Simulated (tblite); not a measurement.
A tight-binding relaxation on `C#CC1=CS[C@H]([GeH2][F])CC1`.

Computed with GFN2-xTB geometry optimisation, gas phase (tblite 0.8.0). Start geometry: from a force field or distance geometry. The command runs a driver script over a list of jobs; the input below is this job's line of settings and its coordinates in Å.

Command:
```bash
OMP_NUM_THREADS=1 python probes_run.py task.json out
```

Input:
```
{"job": {"kind": "relax", "xc": "GFN2-xTB", "basis": "xTB"}, "charge": 0, "multiplicity": 1}
C      3.808800     0.312000     0.431600
C      2.693700     0.003000     0.035400
C      1.404800    -0.388000    -0.411200
C      0.950700     0.225900    -1.524900
S     -0.683900    -0.281200    -2.062600
C     -1.646100    -0.378900    -0.510000
Ge    -2.334800     1.447300    -0.263500
F     -2.134500     2.019900     1.383700
C     -0.746300    -0.731600     0.672300
C      0.543500    -1.396100     0.272500
H      4.764400     0.597100     0.754400
H      1.540500     0.955500    -2.035200
H     -2.474000    -1.104100    -0.627300
H     -3.799700     1.562400    -0.753100
H     -1.513600     2.420300    -1.151100
H     -0.469500     0.181400     1.259000
H     -1.281500    -1.372200     1.409600
H      1.058400    -1.862600     1.152800
H      0.309300    -2.200900    -0.454500
```

Output:
```
step      E/eV     max force
  0    -800.43111    2.248
  1    -800.48951    5.449
  2    -800.62031    1.332
  3    -800.67574    0.651
  4    -800.71198    0.433
  5    -800.75373    0.641
  6    -800.78124    0.426
  7    -800.80042    0.228
  8    -800.80780    0.176
  9    -800.81342    0.174
... (150 lines left out)
160    -801.01291    0.056
161    -801.01305    0.035
162    -801.01315    0.029
163    -801.01322    0.021
164    -801.01326    0.019
165    -801.01330    0.021
166    -801.01335    0.015
167    -801.01339    0.011
168    -801.01342    0.012
169    -801.01344    0.009
```

«max force» is the largest atomic force in eV/Å.

Task: From which step on does the largest force stay under 0.1 eV/Å, and how much energy is left to gain from there?

Result: From step 155 (0.061 eV/Å), 2.2 meV above the end.

In short: energy lowered by 13.4 kcal/mol over 169 steps; largest atomic force 0.009 eV/Å at the end.

Task: Where do the atoms end?

Result: 1.214 Å rms from the input after alignment:
```
atom  x, y, z in Å
C1     4.1197   -0.9926   -0.1498
C2     2.9741   -0.6668   -0.3069
C3     1.6116   -0.3167   -0.4402
C4     1.2214    0.4369   -1.4747
S5    -0.4027    0.9557   -1.8359
C6    -1.3481    0.0888   -0.5303
Ge7   -3.0667    1.0742   -0.3134
F8    -3.9330    0.1554    0.9074
C9    -0.5609    0.0382    0.7678
C10    0.6868   -0.8289    0.6323
H11    5.1239   -1.2688   -0.0265
H12    1.9257    0.8048   -2.2041
H13   -1.5442   -0.9228   -0.8970
H14   -4.0194    1.0515   -1.4772
H15   -2.9467    2.4267    0.3337
H16   -0.2721    1.0532    1.0588
H17   -1.2064   -0.3687    1.5529
H18    1.2273   -0.8508    1.5818
H19    0.3997   -1.8599    0.3993
```

Time: 3.0 s. Hardware: Arm Neoverse N1, one thread, shared host with 64 logical CPUs at a one-minute load of 60.
Labels such as C1 count atoms from 1, the log's own numbers from 0.
